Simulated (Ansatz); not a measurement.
Geometry optimisation, RKS PBE/def2-SVP (Ansatz).

The input (input.yaml):

```yaml
crystal:
  periodic: [false, false, false]
  atoms:
    - { symbol: Hf, position_ang: [0.0, 0.0, 0.0] }
    - { symbol: Cl, position_ang: [0.0, 0.0, 2.52] }
    - { symbol: "N", position_ang: [2.084, 0.0, -0.7359] }
    - { symbol: H, position_ang: [2.5823, -0.918, -0.9166] }
    - { symbol: H, position_ang: [2.5853, 0.918, -0.9082] }
    - { symbol: F, position_ang: [-0.9326, 1.6157, -0.6593] }
    - { symbol: "N", position_ang: [-1.0409, -1.8034, -0.7359] }
    - { symbol: H, position_ang: [-1.5759, -2.4197, -0.0595] }
    - { symbol: H, position_ang: [-1.0055, -2.0526, -1.7656] }
basis:
  gaussian: { orbitals: def2-SVP }
hamiltonian:
  xc: pbe
relax:
  f_tol: 0.02
  max_steps: 40
```

Run as:

```bash
$ ansatz run input.yaml --threads 2 --pin off --max-ram 3072MiB --backend cpu --events-out ev --progress --plain --runs-dir out
```

Task: Where does it end, and by what steps?

Result: The forces met the threshold. After 11 steps the energy has fallen by 1.015 eV; H8 moved furthest, 0.74 Å.

```csv
step,energy less start (eV),largest force component (eV/Å),accepted
0,0.0000,2.273,yes
1,-0.8551,1.155,yes
2,-0.9630,0.362,yes
3,-0.9702,0.468,yes
4,-0.9793,0.367,yes
5,-1.0008,0.465,yes
6,-1.0092,0.145,yes
7,-1.0074,0.345,no
8,-1.0133,0.057,yes
9,-1.0137,0.039,yes
10,-1.0145,0.020,yes
11,-1.0145,0.009,yes
```

```xyz
9
Properties=species:S:1:pos:R:3
Hf -0.023 0.015 -0.033
Cl -0.074 0.097 2.356
N 1.914 -0.083 -0.642
H 2.393 -0.864 -1.103
H 2.584 0.690 -0.541
F -0.833 1.558 -0.859
N -0.891 -1.691 -0.705
H -0.876 -2.590 -0.207
H -1.497 -1.792 -1.527
```

Whether the end is a true minimum wasn't checked by a vibrational analysis.

Run time: 35 s on 2 threads of Arm Neoverse V1 (shared host), peak memory 0.16 GiB.
